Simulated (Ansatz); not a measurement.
Cartesian coordinates in Å:
```
Se -1.3207 -1.1432 -0.0616
Sn 0.2960 0.7890 -0.3925
H -1.5106 -0.8110 1.3565
H 1.3979 0.7860 0.9372
H 1.1374 0.3792 -1.8396
```

Total charge 0; spin multiplicity 2. Sn takes the def2 core potential.

Task: List the ωB97M-V/def2-TZVPP orbital energies in eV (Ansatz). (Estimate.)

Result: The calculation gave: α occupied: -12368.13, -1588.41, -1423.17, -1423.16, -1423.11, -217.86, -160.79, -160.72, -160.56, -143.26, -97.87, -97.79, -97.73, -60.71, -60.69, -60.55, -60.50, -60.47, -31.45, -31.38, -31.38, -31.30, -31.26, -22.22, -16.78, -13.15, -11.59, -10.88, -9.70, -8.01. α empty: 0.85, 1.81, 2.07, 2.63, 3.63, 3.71, 4.11, 5.48. β occupied: -12368.12, -1588.41, -1423.17, -1423.14, -1423.10, -217.85, -160.78, -160.70, -160.53, -143.21, -97.81, -97.74, -97.72, -60.70, -60.67, -60.54, -60.47, -60.45, -31.37, -31.30, -31.26, -31.22, -31.18, -22.06, -16.14, -13.06, -11.25, -10.44, -9.29. β empty: -1.68, 0.98, 1.86, 2.21, 2.73, 3.79, 3.91, 4.25. ⟨S²⟩ = 0.754.
